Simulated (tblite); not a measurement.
Species: C₄H₆FNPSi (charge +1).
Cartesian coordinates in Å at the GFN2-xTB level; atoms count from 1:
```xyz
14
C4H6FNPSi angstrom
N      0.793    1.929    0.527
C      1.395    0.970    0.366
C      2.004   -0.298    0.102
P      0.893   -1.285   -1.025
C     -0.861   -1.753   -0.195
F     -1.194   -2.933    0.141
C     -0.832   -0.504   -0.379
Si    -1.881    1.181   -0.259
H      2.966   -0.179   -0.409
H      2.174   -0.847    1.035
H      0.731   -0.441   -2.119
H     -1.810    1.480    1.160
H     -1.224    2.050   -1.220
H     -3.156    0.630   -0.721
```

Computed values, GFN2-xTB/tblite, gas phase, harmonic and unscaled. The method is semi-empirical: single wavenumbers can be off by several per cent or more. Modes of hydrogen on phosphorus and silicon can be 10 to 20 % off. One conformer, not necessarily the lowest.

Harmonic wavenumbers (cm⁻¹): 34.8, 89.6, 108.5, 118.3, 167.1, 193.1, 220.2, 248.5, 267.2, 365.2, 368.2, 370.9, 442.7, 482.8, 500.9, 516.7, 684.2, 690.8, 708.5, 755.2, 762.8, 786.6, 862.0, 988.0, 1044.0, 1056.7, 1170.6, 1345.0, 2035.9, 2280.7, 2300.4, 2362.4, 2384.1, 2393.5, 2929.0, 2939.0.

A = 1604, B = 1288, C = 805.9 MHz; mass 145.999 u (most abundant isotopes); point group C1, symmetry number 1.

Q: What is the zero-point energy?

A: ½Σν̃ = 17487 cm⁻¹ = 209.19 kJ/mol.

Q: What is S at 500 K and 1 bar for an ideal gas of classical rigid rotors and harmonic oscillators?

A: Translation 181.76, rotation 130.49, vibration 225.67: S = 537.9 J/(mol K).

Q: And Cp and H(500 K) − H(0)?

A: Cp = 219.68 J/(mol K), of which vibrations give 186.43 (their classical limit is 36 R = 299.3); H(500 K) − H(0) = 72.20 kJ/mol without the zero-point energy, 55.57 from vibrations.

Q: What must be added to the electronic energy to get the Gibbs energy at 500 K and 1 bar?

A: ZPE + [H(500 K) − H(0)] − T·S = 209.19 + 72.20 − 268.96 = 12.43 kJ/mol.

Q: How do the functions run with temperature in this model?

A: 
```tsv
T (K)	S (J/(mol K))	Cp (J/(mol K))	H − H(0) (kJ/mol)	G − H(0) (kJ/mol)	ln q(vib)
50	250.4	57.0	2.14	-10.38	0.63
100	299.3	86.8	5.75	-24.18	1.96
298.15	436.4	172.2	32.17	-97.96	8.03
373.15	477.5	193.3	45.91	-132.26	10.24
750	634.1	254.2	131.76	-343.78	19.95
1000	710.5	276.5	198.29	-512.16	25.27
```

q(vib) and H(0) count from the zero-point level.

Q: Which modes carry the vibrational entropy at 500 K?

A: 34.8 cm⁻¹: 27.45; 89.6 cm⁻¹: 19.61; 108.5 cm⁻¹: 18.03; 118.3 cm⁻¹: 17.31; 167.1 cm⁻¹: 14.48; 193.1 cm⁻¹: 13.31 J/(mol K); the other 30 give 115.48 together.

Q: Blend soft modes into free rotors: weight 1/[1 + (100 cm⁻¹/ν̃)⁴] for the oscillator and the rest for a rotor with moment μB/(μ + B), μ = h/(8π²ν), B = 10⁻⁴⁴ kg m². What vibrational entropy results?

A: 210.14 J/(mol K) in place of 225.67, which changes −T·S at 500 K by +7.76 kJ/mol.

Hindered rotation and anharmonicity are outside this model. Other conformers, if any are populated, would add a mixing term that is left out. The structure is chiral; the term R ln 2 for an equal mix with its mirror image is left out.

On Intel Xeon Platinum 8375C at 2.90 GHz, one thread, shared host with 96 logical CPUs at a one-minute load of 36, this took 0.61 s of wall time. This covers the Hessian and the dipole derivatives.
